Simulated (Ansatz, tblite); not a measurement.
Removing and adding an electron: `O=P(O)(O)CCCCc1ccc(-c2ccc(-c3cccs3)s2)s1`. The state is a singlet with charge 0. Geometry: r2SCAN-D4/def2-SVP. Ansatz, gas phase; energy differences of separate SCF runs; the oxidised species was run as a doublet alone; the reduced species was run as a doublet alone.

```xyz
40

O    -4.778   -5.356    1.402
P    -4.541   -4.149    0.564
O    -5.019   -4.303   -0.988
O    -5.343   -2.833    1.108
C    -2.847   -3.566    0.364
C    -2.569   -2.591   -0.785
C    -3.293   -1.252   -0.681
C    -2.894   -0.276   -1.799
C    -1.436    0.058   -1.832
C    -0.511   -0.183   -2.828
C     0.801    0.252   -2.511
C     0.896    0.826   -1.252
C     2.068    1.362   -0.602
C     3.403    1.133   -0.914
C     4.303    1.824   -0.074
C     3.676    2.594    0.898
C     4.286    3.421    1.912
C     5.587    3.906    1.951
C     5.858    4.681    3.109
C     4.769    4.794    3.944
S     3.407    3.936    3.328
S     1.943    2.469    0.741
S    -0.665    0.817   -0.468
H    -5.688   -5.002   -1.057
H    -5.964   -3.111    1.799
H    -2.558   -3.133    1.338
H    -2.251   -4.487    0.241
H    -2.833   -3.078   -1.740
H    -1.480   -2.412   -0.816
H    -3.082   -0.790    0.302
H    -4.384   -1.401   -0.716
H    -3.492    0.647   -1.697
H    -3.156   -0.710   -2.780
H    -0.785   -0.657   -3.774
H     1.654    0.173   -3.187
H     3.711    0.453   -1.711
H     5.389    1.740   -0.145
H     6.309    3.722    1.153
H     6.822    5.152    3.316
H     4.689    5.333    4.888
```

The xTB rows come from tblite. Single mean-field runs in def2-TZVP are fitted with def2-universal-jkfit.

| level | −HOMO (eV) | vertical IE (eV) | −LUMO (eV) | vertical EA (eV) | HOMO–LUMO gap (eV) | IE − EA (eV) | remarks |
| --- | --- | --- | --- | --- | --- | --- | --- |
| GFN1-xTB | 10.39 | 12.39 | 8.23 | 6.19 | 2.16 | 6.20 | – |
| GFN2-xTB | 9.75 | 11.69 | 7.65 | 5.70 | 2.10 | 5.99 | – |
| PBE-D4/def2-TZVP | 4.70 | 6.60 | 2.45 | 0.69 | 2.25 | 5.91 | HOMO above zero (-1 doublet) |
| PBE0-D4/def2-TZVP | 5.50 | 6.76 | 1.80 | 0.63 | 3.69 | 6.14 | HOMO above zero (-1 doublet) |
| ωB97M-V/def2-TZVP | 7.34 | 6.93 | 0.01 | 0.37 | 7.33 | 6.57 | – |

Relaxing the oxidised species (r2SCAN-D4/def2-SVP) changes its energy by -0.15 eV at PBE-D4/def2-TZVP, so the adiabatic ionisation energy to this nearest minimum is 6.44 eV. At PBE0-D4/def2-TZVP it is 6.59 eV.     A HOMO above zero means that the electron is unbound at that level or that self-interaction error raises the level; the energy of removing that electron tells which. Raw xTB energy differences between charge states are shifted by several eV; the methods need an empirical correction for them. Sets without diffuse functions give affinities that are too small.
